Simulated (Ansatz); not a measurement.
CH6BClOSi (`CB[SiH](O)Cl`), relaxed with RKS PBE0-D4/def2-TZVP in Ansatz from a PBE-D4/def2-SVP geometry. The force threshold is 0.005 eV/Å; the program also tests the step.

Total charge 0; spin multiplicity 1.

Start:

```xyz
11

C     0.004   -0.558    1.539
B     0.606   -0.716    0.104
Si    0.133    0.489   -1.425
O    -0.297    2.070   -1.049
Cl   -1.562   -0.665   -1.980
H    -0.598   -1.464    1.774
H     0.835   -0.587    2.280
H    -0.614    0.339    1.737
H     1.292   -1.699   -0.129
H     1.010    0.631   -2.628
H    -0.809    2.159   -0.224
```

```json
{"step": "1", "energy (eV)": "-24250.9807", "largest force (eV/Å)": "0.998", "largest move (Å)": "0.000"}
{"step": "2", "energy (eV)": "-24251.0327", "largest force (eV/Å)": "0.650", "largest move (Å)": "0.048"}
{"step": "3", "energy (eV)": "-24251.0457", "largest force (eV/Å)": "0.135", "largest move (Å)": "0.041"}
{"step": "4", "energy (eV)": "-24251.0490", "largest force (eV/Å)": "0.119", "largest move (Å)": "0.057"}
{"step": "5", "energy (eV)": "-24251.0506", "largest force (eV/Å)": "0.104", "largest move (Å)": "0.033"}
{"step": "6", "energy (eV)": "-24251.0514", "largest force (eV/Å)": "0.054", "largest move (Å)": "0.026"}
{"step": "7", "energy (eV)": "-24251.0517", "largest force (eV/Å)": "0.026", "largest move (Å)": "0.025"}
{"step": "8", "energy (eV)": "-24251.0520", "largest force (eV/Å)": "0.022", "largest move (Å)": "0.021"}
{"step": "9", "energy (eV)": "-24251.0524", "largest force (eV/Å)": "0.038", "largest move (Å)": "0.035"}
{"step": "10", "energy (eV)": "-24251.0526", "largest force (eV/Å)": "0.044", "largest move (Å)": "0.030"}
{"step": "11", "energy (eV)": "-24251.0526", "largest force (eV/Å)": "0.135", "largest move (Å)": "0.072"}
{"step": "12", "energy (eV)": "-24251.0533", "largest force (eV/Å)": "0.099", "largest move (Å)": "0.025"}
{"step": "13", "energy (eV)": "-24251.0547", "largest force (eV/Å)": "0.096", "largest move (Å)": "0.067"}
{"step": "14", "energy (eV)": "-24251.0564", "largest force (eV/Å)": "0.030", "largest move (Å)": "0.070"}
{"step": "15 (rejected)", "energy (eV)": "-24251.0444", "largest force (eV/Å)": "0.504", "largest move (Å)": "0.181"}
{"step": "16", "energy (eV)": "-24251.0570", "largest force (eV/Å)": "0.025", "largest move (Å)": "0.042"}
{"step": "17 (rejected)", "energy (eV)": "-24251.0565", "largest force (eV/Å)": "0.148", "largest move (Å)": "0.083"}
{"step": "18 (rejected)", "energy (eV)": "-24251.0552", "largest force (eV/Å)": "0.137", "largest move (Å)": "0.041"}
{"step": "19", "energy (eV)": "-24251.0573", "largest force (eV/Å)": "0.015", "largest move (Å)": "0.020"}
{"step": "20", "energy (eV)": "-24251.0577", "largest force (eV/Å)": "0.025", "largest move (Å)": "0.049"}
{"step": "21", "energy (eV)": "-24251.0577", "largest force (eV/Å)": "0.024", "largest move (Å)": "0.016"}
{"step": "22", "energy (eV)": "-24251.0578", "largest force (eV/Å)": "0.012", "largest move (Å)": "0.007"}
{"step": "23", "energy (eV)": "-24251.0578", "largest force (eV/Å)": "0.004", "largest move (Å)": "0.009"}
```

End:

```xyz
11

C    -0.012   -0.606    1.546
B     0.500   -0.815    0.097
Si    0.113    0.470   -1.398
O    -0.203    2.023   -0.967
Cl   -1.593   -0.430   -2.183
H    -0.259   -1.531    2.071
H     0.870   -0.198    2.071
H    -0.815    0.122    1.683
H     1.146   -1.795   -0.153
H     1.093    0.590   -2.500
H    -0.840    2.171   -0.266
```

Hardware: 4 threads of an Arm Neoverse V1 on a shared host. Wall time 90 s, peak host memory 0.56 GiB.
